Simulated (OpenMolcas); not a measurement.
## d8 ions of charge +2 down a group on the Mg site of MgO

| Property | Result |
| --- | --- |
| Program | OpenMolcas 26.06 |
| Method | SS-CASPT2, IPEA 0.25 Eh, imaginary shift 0.1 Eh |
| Spin-orbit coupling | RASSI with atomic mean-field integrals over the reference wave functions |

The d shell is active; CASPT2 correlates the ligand valence shells and the outer metal core. Each dopant is a cluster with its nearest anions in model potentials and point charges, with no relaxation. Distances were set from a Shannon-type radius of the metal (high-spin where two are listed) plus a fixed donor radius (O 1.38 Å), in hosts weighted 0.65 to 0.35 with the host's distance in the model lattice. Ligand basis ANO-RCC-VDZP, DKH2 Hamiltonian. States (labels of O, the rotations of Oh). Energies in cm-1 above the lowest state or level, χT in cm3 K/mol; 10Dq and B are least-squares fits to the states below 45000 cm-1, weighted by degeneracy, with a free offset, and given where the rms deviation is under 5 % of |10Dq| (or 100 cm-1) and under 700 cm-1. Spin-only χT is S(S+1) / 2 for the spin of the ground state.

```tsv
Ion	Shell	R (Å)	Metal basis	Ground state	First state of that spin	10Dq	B (rms of fit)	First gap with spin-orbit (degeneracies)	χT at 300 K	First state of another spin	Spin-only χT
Ni2+	3d8	2.082	ANO-RCC-VTZP	3A2	3T2 10810			10380 (3, 2)	1.273	1E 12820	1.000
Pt2+	5d8	2.154	ANO-RCC-VTZP	3A2	3T2 27190	27000	495 (351)	5680 (3, 2)	1.374	1E 5970	1.000
```

Every ion keeps the highest spin of its shell. χT departs most from the spin-only value for Pt2+, by +0.374 cm3 K/mol.

Roots that are degenerate in the reference are averaged as groups; the widest CASPT2 spread within a group is 82 cm-1 (the 3-fold group of multiplicity 1 near 35500 cm-1 above the lowest state of its run, Pt2+). Shifts and gaps below about the spread of the groups concerned are not significant. Over all roots computed the reference weight is 0.68 to 0.71 in Ni2+, 0.67 to 0.69 in Pt2+; a low but even weight reflects the number of correlated electrons. Ligand-to-metal charge-transfer states are missing. A single d shell leaves out the double-shell effect, which counts most for late 3d ions, where the CASPT2 field can be off either way by tens of per cent (holds for Ni2+). These CASPT2 states fit no ligand-field parameters well, so their order and spin gaps are uncertain (holds for Ni2+). For late 3d ions with one d shell CASPT2 can put B and the spin-flip bands somewhat low as well as high (holds for Ni2+). With one d shell and no ligand orbital active, 10Dq can be off by tens of per cent for divalent 3d ions, low with halides held by bare charges and at times high in hosts, and the orbital part of g and χT goes as 1/10Dq (holds for Ni2+). Free-ion shares, where given, are those of the reference states; single-state CASPT2 does not remix them (holds for Ni2+). Real 4d8 and 5d8 ions are as a rule square planar and diamagnetic (holds for Pt2+). The least metal-like active orbital is 78 % on the metal (Löwdin) and no ligand orbital is active, so the numbers are rough (holds for Pt2+). With no ligand orbital active B as a rule stays too high, so bands that hang on it stand too high and its fall with covalency is understated (holds for Pt2+). With one d shell and no ligand orbital active, 10Dq can be off by a tenth or more (holds for Pt2+). No measured value stands beside these numbers; the geometry was set by hand and not optimised.
